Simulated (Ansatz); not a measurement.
Program: Ansatz. Geometries: PBE0-D4/def2-TZVP. ΔE: electronic, gas phase. CCSD(T)/CBS is the MP2 limit (def2-TZVPP, def2-QZVPP) plus CCSD(T) − MP2 in def2-TZVPP, frozen cores. This one scheme is used for every species. Functionals use def2-TZVPP. For Ge outer-core shells are correlated without core-valence functions, which leaves a few kJ/mol of doubt a bond. Scalar relativity is left out up to krypton. One conformer a species, not always the lowest.

`F[CH](F)[GeH2][SiH3]` + CH₃NH₂ → `C[NH][GeH2][SiH3]` + `FCF`  (ligand exchange at a Ge–C bond)

`F[CH](F)[GeH2][SiH3]`:

```xyz
11

F    -1.086   -1.931    0.648
C    -1.227   -1.176   -0.478
F    -2.269   -0.323   -0.266
Ge    0.450   -0.136   -0.819
Si    0.891    1.259    1.055
H    -1.514   -1.850   -1.292
H     0.221    0.666   -2.112
H     1.568   -1.164   -1.067
H     1.060    0.423    2.271
H    -0.235    2.206    1.250
H     2.141    2.026    0.810
```

CH₃NH₂:

```xyz
7

C    -0.212    0.519    0.095
N     0.016   -0.887   -0.191
H     0.693    1.111    0.298
H    -0.870    0.609    0.962
H    -0.730    0.981   -0.748
H     0.487   -1.338    0.583
H     0.616   -0.994   -0.999
```

`C[NH][GeH2][SiH3]`:

Z-matrix (Å, degrees):
```
C
N 1 1.450
H 1 1.100 2 115.0
H 1 1.094 2 110.1 3 121.9
H 1 1.094 2 109.5 3 -120.8
Ge 2 1.846 1 117.9 3 67.2
H 2 1.011 1 111.5 3 -65.1
Si 6 2.398 2 113.7 1 -58.6
H 6 1.542 2 106.0 1 62.3
H 6 1.540 2 106.5 1 179.4
H 8 1.489 6 110.0 2 -63.8
H 8 1.488 6 111.1 2 176.0
H 8 1.488 6 110.6 2 55.7
```

`FCF`:

Z-matrix (Å, degrees):
```
C
F 1 1.351
F 1 1.351 2 108.6
H 1 1.093 2 108.8 3 118.2
H 1 1.094 2 108.8 3 -118.2
```

```csv
species,PBE energy (Eh)
`F[CH](F)[GeH2][SiH3]`,-2607.27922
CH₃NH₂,-95.76706
`C[NH][GeH2][SiH3]`,-2464.20310
`FCF`,-238.85181
```

Work out ΔE.

ΔE = (-2464.20310) + (-238.85181) − (-2607.27922) − (-95.76706) = -0.00863 Eh = -5.4 kcal/mol. CCSD(T)/CBS gives -7.9 kcal/mol.

Largest T1 diagnostic among the species: 0.012.

From PBE to PBE0 (25 % exact exchange), in def2-TZVPP and without D4, ΔE moves by −1.1 kcal/mol. The D4 term adds −0.8 kcal/mol with B3LYP and −0.5 kcal/mol with PBE0; it sums over pairs of atoms, weighted by their polarisabilities, and B3LYP, whose exchange is more repulsive, gets the larger term.

B3LYP here is the variant with VWN-RPA as its local correlation; programs differ in this.
